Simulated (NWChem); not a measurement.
# Total energies of HOSi

SMILES: O=[SiH]
```xyz
3

O      0.4801     0.9207     0.0000
Si    -0.3079    -0.4027     0.0000
H      0.4697    -1.7274     0.0000
```
Charge 0, spin multiplicity 2.

The numbers come from NWChem runs, not from measurements. All single points use one geometry, from UPBE0/def2-SVP, a minimum by its harmonic frequencies.

Basis set: cc-pVQZ (144 functions).

```tsv
method	total energy (Ha)	relative cost
UHF	-364.37946	1
UMP2	-364.74591	under 3
UB2PLYP	-365.16438	under 3
UPBE	-365.09757	under 3
UB3LYP	-365.34237	under 3
UCAM-B3LYP	-365.30107	8
```

Total energies of different functionals aren't comparable as a measure of quality: only differences taken within one method are. Costs are rough ratios of processor time within this set of runs, SCF included, with UHF as 1.

The correlated methods keep 6 core orbitals frozen. B3LYP has NWChem's definition, with VWN1-RPA local correlation. GW and range-separated runs recompute their integrals, the others keep them in memory, which bears on the times. The structure started from a generated list of species. The unpaired electrons of the parent sit in orbitals of symmetry a' (Cs labels of the run); other states weren't searched. No SCF solution was tested for a lower state. Open-shell Hartree-Fock references start from PBE0 orbitals; any time given for them includes that run.
